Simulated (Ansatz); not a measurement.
Cost and result for the atomization energy of B₂ClH₆NSi (`BB(Cl)N[SiH3]`) (11 atoms, 10 bonds).

Z-matrix (Å, degrees):
```
Si
N 1 1.754
H 1 1.485 2 105.5
H 1 1.482 2 111.2 3 118.8
H 1 1.482 2 111.2 3 -118.8
B 2 1.396 1 126.9 3 -179.9
H 2 1.009 1 116.2 3 0.1
Cl 6 1.798 2 117.3 1 -0.1
B 6 1.669 2 133.4 1 179.9
H 9 1.198 6 121.5 2 -92.8
H 9 1.198 6 121.5 2 92.7
```

Charge 0, multiplicity 1. The structure was optimised at the PBE0-D4/def2-TZVP level. It is one conformer, not always the lowest. Program: Ansatz. All runs use 4 threads of an Arm Neoverse N1 on a shared host. Times are those of one run each, without the atoms' runs, and a repeat can differ threefold. Electronic energies, without spin–orbit coupling; frozen cores. CCSD(T)/CBS adds CCSD(T) − MP2 in def2-TZVPP to the MP2 limit, and its time is that of the two runs behind it. T1 = 0.012. B3LYP takes the VWN-RPA correlation (the form of Gaussian; ORCA's B3LYP/G).

CCSD(T)/CBS is a level of theory with its own doubt, some kJ/mol a heavy atom from the limit and from the frozen cores, so smaller differences don't rank the functionals.

```
                             level  functions  wall time  atomization (kJ/mol)  difference from CCSD(T)/CBS  per bond
   PBE-D4/def2-TZVPP (with forces)        261      4.7 s                3816.1                         56.8       5.7
                PBE0-D4/def2-TZVPP        261        6 s                3778.8                         19.5       2.0
 B3LYP-D4/def2-TZVPP (with forces)        261      9.5 s                3793.1                         33.8       3.4
r2SCAN-D4/def2-TZVPP (with forces)        261      9.5 s                3793.9                         34.6       3.5
                 B2PLYP/def2-TZVPP        261       11 s                3741.8                        -17.5      -1.8
                ωB97X-V/def2-TZVPP        261       15 s                3800.6                         41.3       4.1
  ωB97M-V/def2-TZVPP (with forces)        261       21 s                3800.0                         40.7       4.1
                    MP2/def2-QZVPP        491       41 s                3772.9                         13.6       1.4
                CCSD(T)/def2-TZVPP        261    4.1 min                3662.6                        -96.7      -9.7
                 CCSD(T)/CBS(def2)          –    4.8 min                3759.3                          0.0       0.0
```

In def2-TZVPP, CCSD(T) changes the Hartree–Fock value by +791.8 kJ/mol (the triples alone add +46.9 kJ/mol) and MP2 by +844.6 kJ/mol; breaking electron pairs costs correlation energy, which Hartree–Fock lacks. The D4 term adds +41.1 kJ/mol with B3LYP and +21.6 kJ/mol with PBE0; it sums over pairs of atoms, weighted by their polarisabilities, and B3LYP, whose exchange is more repulsive, gets the larger term. From PBE to PBE0 (25 % exact exchange), in def2-TZVPP and without D4, the atomization energy moves by −33.5 kJ/mol: exact exchange takes away binding that semilocal exchange gives to molecules.
